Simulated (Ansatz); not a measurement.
A run for Ansatz (an electronic-structure program): R-CCSD(T)/aug-cc-pVDZ on C3H7NO (a complex), monomers drawn apart or pushed together.

Ansatz 0.2 input:
```yaml
crystal:
  periodic: [false, false, false]
  atoms:
    - {symbol: C, position_ang: [0.45191835, 0.47742770, 0.73907895]}
    - {symbol: C, position_ang: [-0.42315524, -0.51408969, 0.63306070]}
    - {symbol: H, position_ang: [1.20961828, 0.46828871, 1.51332629]}
    - {symbol: H, position_ang: [0.44869161, 1.31842951, 0.05561793]}
    - {symbol: H, position_ang: [-1.18062605, -0.52778837, -0.14183392]}
    - {symbol: H, position_ang: [-0.39736614, -1.35251528, 1.31864640]}
    - {symbol: N, position_ang: [-1.03639197, 0.34316898, 5.99136729]}
    - {symbol: C, position_ang: [-0.14789416, -0.50204703, 6.56305664]}
    - {symbol: O, position_ang: [0.67265631, -1.16099255, 5.96087756]}
    - {symbol: H, position_ang: [-1.04078887, 0.45369118, 4.98721064]}
    - {symbol: H, position_ang: [-1.69113085, 0.85899282, 6.55169252]}
    - {symbol: H, position_ang: [-0.24196973, -0.53731205, 7.66407916]}
basis:
  gaussian:
    orbitals: aug-cc-pVDZ
magnetization: {spin_polarized: false}
correlation: {method: ccsd_t, electrons: outside_noble_gas}
scf: {lower_state_search: off}
```

Program output:

```
WARN ansatz: RAYON_NUM_THREADS=1 ignored (pool sized by the plan → 1); use --threads N
Functional definition: HF
these checks for a lower state are left out or cut short: stability, starts, cluster_reference, orbital_swaps, neighbouring_geometries, increment
integrals: 0.69 GiB planned
1750 factors; integrals over basis functions are off by at most 6.0e-4 eV
mean field: 0.58 GiB planned
mean field evaluation 1: about -6716.3587 eV, gradient 4.7e1 eV
mean field evaluation 2: about -6716.3938 eV, gradient 4.7e1 eV
mean field evaluation 4: about -6721.3486 eV, gradient 5.6e0 eV
mean field evaluation 8: about -6721.4348 eV, gradient 4.0e-1 eV
mean field -6721.43635354 eV, -247.0082300393 hartree, gradient 3.8e-6 eV, S^2 0.000000; 0 other end points of the search recorded, 0 dependent functions left out
5 core orbitals not correlated
reference -6721.43635354 eV, -247.0082300393 hartree; 15, 15 occupied and 158, 158 virtual orbitals, 1750 factors
second order -21.62238845 eV of doubles, -0.00000000 eV of singles
coupled cluster: 2.18 GiB planned
cycle   1  -22.09408373 eV  change   -4.7e-1 eV  update   1.2e-1
cycle   2  -22.67976231 eV  change   -5.9e-1 eV  update   3.8e-2
cycle   3  -22.86231517 eV  change   -1.8e-1 eV  update   2.2e-2
cycle   4  -22.86060568 eV  change    1.7e-3 eV  update   5.9e-3
cycle   5  -22.85711060 eV  change    3.5e-3 eV  update   2.7e-3
cycle   6  -22.85787226 eV  change   -7.6e-4 eV  update   7.7e-4
cycle   7  -22.85779434 eV  change    7.8e-5 eV  update   3.2e-4
cycle   8  -22.85762439 eV  change    1.7e-4 eV  update   1.2e-4
cycle   9  -22.85760447 eV  change    2.0e-5 eV  update   5.2e-5
cycle  10  -22.85762653 eV  change   -2.2e-5 eV  update   2.2e-5
perturbative correction -0.82054220 eV, -0.0301543697 hartree
Total energy: -6745.11452227 eV, -247.8783866906 hartree
Checks for a lower state left out: stability, starts, cluster_reference, orbital_swaps, neighbouring_geometries, increment
```

The run converged.

Cost: very roughly 2.5 core-minutes.
